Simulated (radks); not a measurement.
Results of a calculation; reference values are marked as such.
Question: Zr+, configuration [Kr] 4d2 5s1. Level of theory: scalar-relativistic Kohn-Sham, PBE, spin-polarised, spherical densities, finite nucleus; open shells are filled with parallel spins first (spin-orbit coupling, left out, can overturn this in heavy ions); Fermi nuclear charge, rms radius 4.2694 fm (a radial shooting solver on a logarithmic mesh with Libxc functionals). Some entries of the table are withheld. Estimate them.

orbital,occ.,eigenvalue (hartree),r(max) (bohr)
1s up,1,-655.2856,0.02414
1s down,1,-655.2852,0.02414
2s up,1,-91.00559,0.1370
2s down,1,-90.99954,0.1370
2p up,3,-81.18058,0.1095
2p down,3,-81.17605,0.1095
3s up,1,-15.11620,0.4082
3s down,1,-15.11239,0.4082
3p up,3,-11.91537,0.4023
3p down,3,-11.91119,0.4023
3d up,5,-6.66286,(1)
3d down,5,-6.65674,(2)
4s up,1,-2.26180,1.080
4s down,1,-2.22095,1.076
4p up,3,-1.45550,1.183
4p down,3,-1.40690,1.177
4d up,2,(3),(4)
5s up,1,-0.38715,2.965
4d down,0,(5),(6)

Answer: 
(1) 3d up r(max) (bohr): 0.3474
(2) 3d down r(max) (bohr): 0.3475
(3) 4d up eigenvalue (hartree): -0.39136
(4) 4d up r(max) (bohr): 1.596
(5) 4d down eigenvalue (hartree): -0.32495
(6) 4d down r(max) (bohr): 1.565
